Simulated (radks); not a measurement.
Species: Pr V. Configuration: [Xe] 4f1.

All-electron calculation, Dirac Kohn-Sham, Slater X-alpha with alpha = 0.957, spin-unpolarised, spherical densities, finite nucleus; open shells are shared between the two j in proportion to 2j + 1; Fermi nuclear charge, rms radius 4.8919 fm. Program: a radial shooting solver on a logarithmic mesh with Libxc functionals.

Energy parts (hartree):
total: -9315.5518
kinetic: 10022.1583
electron-nucleus: -22565.0298
Hartree: 3520.4891
exchange: -293.1694

Orbitals (lengths in bohr, moments of r in powers of bohr; <r^-3> diverges for s and p1/2; r(max) is where P^2 peaks):
| orbital | occ. | eigenvalue (hartree) | <r^-3> | r(max) | small-component weight |
|---|---|---|---|---|---|
| 1s1/2 | 2 | -1544.499 | - | 0.01540 | 4.79e-02 |
| 2s1/2 | 2 | -251.5083 | - | 0.08720 | 1.05e-02 |
| 2p1/2 | 2 | -238.3410 | - | 0.06625 | 1.05e-02 |
| 2p3/2 | 4 | -220.4077 | 7586 | 0.07160 | 9.87e-03 |
| 3s1/2 | 2 | -56.35774 | - | 0.2482 | 3.24e-03 |
| 3p1/2 | 2 | -50.67136 | - | 0.2347 | 3.19e-03 |
| 3p3/2 | 4 | -47.09421 | 1556 | 0.2462 | 3.01e-03 |
| 3d3/2 | 4 | -37.07312 | 257.7 | 0.1971 | 2.89e-03 |
| 3d5/2 | 6 | -36.29558 | 233.4 | 0.2003 | 2.84e-03 |
| 4s1/2 | 2 | -12.96697 | - | 0.5740 | 1.02e-03 |
| 4p1/2 | 2 | -10.80461 | - | 0.5808 | 9.59e-04 |
| 4p3/2 | 4 | -10.01343 | 345.5 | 0.6051 | 8.99e-04 |
| 4d3/2 | 4 | -6.41851 | 48.48 | 0.6191 | 7.58e-04 |
| 4d5/2 | 6 | -6.27516 | 43.49 | 0.6269 | 7.42e-04 |
| 4f5/2 | 0.428571 | -2.10994 | 6.279 | 0.6366 | 4.59e-04 |
| 4f7/2 | 0.571429 | -2.09096 | 6.125 | 0.6404 | 4.54e-04 |
| 5s1/2 | 2 | -3.17422 | - | 1.290 | 2.57e-04 |
| 5p1/2 | 2 | -2.52440 | - | 1.386 | 2.18e-04 |
| 5p3/2 | 4 | -2.38475 | 61.00 | 1.444 | 2.03e-04 |

The highest occupied level is 4f7/2 at -56.898 eV. The electron density at the nucleus is 4.175e+05 e/bohr^3. The density falls to 0.001 e/bohr^3 at r = 3.18 bohr. For comparison, the ionisation energy in NIST's Atomic Spectra Database is 57.53 eV (semi-empirical). In exact Kohn-Sham theory the highest level is minus the ionisation energy, but local and semilocal functionals leave it too shallow, through self-interaction and a potential that decays too fast; potentials with the right tail come closer.

Beside tabulated values, note that spin-unpolarised runs miss the spin-polarisation part of the exchange energy of open shells.
